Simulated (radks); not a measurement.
Values are calculated unless marked as measured or tabulated.
Initial-state core-level shifts of neutral scandium when its valence configuration changes from [Ar] 3d1 4s2. Code: a radial shooting solver on a logarithmic mesh with Libxc functionals. Model: non-relativistic Kohn-Sham, TPSS, spin-polarised, spherical densities, point nucleus; open shells are filled with parallel spins first; meta-GGA in the generalised Kohn-Sham scheme. Shifts are changes of the shell-averaged eigenvalues in eV (positive: less bound); the change of the density at the nucleus, which sets a Mossbauer isomer shift, is in e/bohr^3, on a base of 6189.

valence              1s      2s      3s      3p  density at nucleus
3d1 4s1 4p1      -1.013  -1.011  -0.994  -0.983             -1.9265
3d2 4s1          +3.207  +3.754  +3.371  +3.202             -2.8736
4s2 4p1          -6.349  -7.294  -6.184  -5.882             +2.5863
3d1 4s1.5 4p0.5  -0.589  -0.586  -0.575  -0.571             -0.9316
3d3              +4.504  +5.430  +4.892  +4.618             -5.2285
3d0.5 4s2 4p0.5  -2.991  -3.414  -2.964  -2.826             +1.1744
4s1 4p2          -7.123  -8.077  -6.943  -6.630             -0.1047
3d1.5 4s1.5      +1.834  +2.153  +1.900  +1.800             -1.6491
3d1 4p2          -2.225  -2.173  -2.177  -2.159             -4.3083
